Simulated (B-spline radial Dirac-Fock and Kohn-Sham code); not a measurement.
**Elastic and transport cross sections of silver for electrons**

These are calculated numbers from a radial atomic solver; the model is relativistic (Dirac) partial waves in the static field of the Dirac-Fock atom with Furness-McCarthy exchange, without polarisation or absorption potentials. Below a few hundred eV the neglected polarisation potential matters, most of all at small angles. σ_tr1 and σ_tr2 weight the cross section with 1 − P₁ and 1 − P₂ of cos θ; "backward" is the share scattered beyond 90°.

```tsv
energy (eV)	σ (a₀²)	σ_tr1 (a₀²)	σ_tr2 (a₀²)	σ/σ_tr1	backward (%)
50	28.8	18.4	19.4	1.57	34
71.9	31.3	15.0	16.8	2.08	23
80.9	29.7	12.9	15.0	2.30	19
83.3	29.2	12.4	14.6	2.35	18
88.5	28.1	11.4	13.9	2.45	16
91.2	?	?	?	?	?
92.1	27.3	10.8	13.4	2.52	14
100	25.8	9.79	12.6	2.63	12
121	22.5	8.12	11.2	2.77	10
134	21.0	7.58	10.5	2.78	9.9
147	19.9	7.23	9.98	2.75	10
149	19.7	7.18	9.90	2.75	11
200	16.8	6.46	8.03	2.61	14
201	16.8	6.45	7.99	2.61	14
206	16.6	6.39	7.83	2.60	15
255	14.9	5.88	6.42	2.54	17
300	13.8	5.42	5.44	2.54	18
```

Task: Fill in the row for 91.2 eV.

Result: σ = 27.5 a₀², σ_tr1 = 11.0 a₀², σ_tr2 = 13.5 a₀², σ/σ_tr1 = 2.50, backward 15 %. The ratio σ/σ_tr1 is roughly the number of elastic collisions that randomise the direction.
